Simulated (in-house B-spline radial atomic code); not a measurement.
Results of a calculation; reference values are marked as such.
# Extrapolating the RPA correlation energy in partial waves: neutral antimony

All-electron RPA on PBE orbitals from a B-spline radial code for spherical atoms, scalar-relativistic (spin-free one-electron X2C), finite nucleus, configuration [Kr] 4d10 5s2 5p3, highest spin. Spin-orbit coupling, left out, splits p levels strongly here. With empty states up to angular momentum L the sums are:

```json
{"L": "4", "E_c(L) (hartree)": "-3.351463"}
{"L": "5", "E_c(L) (hartree)": "-3.627236"}
{"L": "6", "E_c(L) (hartree)": "-3.762659"}
```

For large l each further wave adds A/(l + 1/2)⁴, because the basis must build the cusp where two electrons meet.

**Question.** Estimate the limit from L = 5 and L = 6.

**Answer.** Wave 6 adds -0.135423, against a sum of (l + 1/2)⁻⁴ of 5.60204e-04, so A = -241.74. The sum over l > 6 is ζ(4, 7.5) = 9.6207e-04, close to 1/(3 × 7³) = 9.7182e-04. The tail is -0.232570 and the limit -3.99523 hartree.

**Question.** How good is the estimate?

**Answer.** A run to L = 11 sums to -3.92176 and extrapolates to -3.95385 hartree, 2.54 millihartree from the run before, so it has not settled and is itself too deep. The estimate differs from that by -41.38 millihartree, while the bare sum at L = 6 misses 191.2 millihartree (4.8 %).
